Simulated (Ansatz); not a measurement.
CH5ISi⁻, that is SiH2MeI with one electron more. The state is a doublet with charge -1. Geometry r2SCAN-D4/def2-TZVP, that of the neutral singlet; atoms count from 1.

```xyz
8

Si    0.573   -0.609   -0.094
H     0.971   -1.305    1.153
H     1.788   -0.227   -0.853
C    -0.506    0.865    0.259
H     0.037    1.583    0.880
H    -1.413    0.567    0.789
H    -0.799    1.364   -0.668
I    -0.651   -2.237   -1.467
```

In the def2 sets I takes a core potential; there is no spin–orbit coupling. The highest occupied level of the charge -1 doublet lies above zero (up to 1.67 eV). By energy differences it is unbound by 0.58 eV (vertical, against the charge 0 singlet, at PBE0-D4/def2-TZVPD) and held by the finite basis.

Estimate the Mulliken populations from the PBE0/def2-TZVPD orbitals of Ansatz.


| atom | charge (e) | spin (α − β) |
| --- | --- | --- |
| Si1 | -0.04 | 0.24 |
| H2 | -0.02 | 0.00 |
| H3 | -0.02 | 0.00 |
| C4 | -0.63 | 0.01 |
| H5 | 0.21 | 0.01 |
| H6 | 0.20 | 0.00 |
| H7 | 0.20 | -0.01 |
| I8 | -0.91 | 0.75 |
Mulliken values depend strongly on the basis. With diffuse functions, as here, like atoms can get unlike values, and bond orders can come out too low or too high.

Where does the spin sit?

Summed by element: Si 0.24, H 0.00, C 0.01, I 0.75, of 1 unpaired in all. Largest on single atoms: I8 0.75, Si1 0.24, H5 0.01.

And the Mayer bond orders between heavy atoms (over 0.3)?

Si1–C4 1.02 (1.86 Å); Si1–I8 0.99 (2.46 Å).
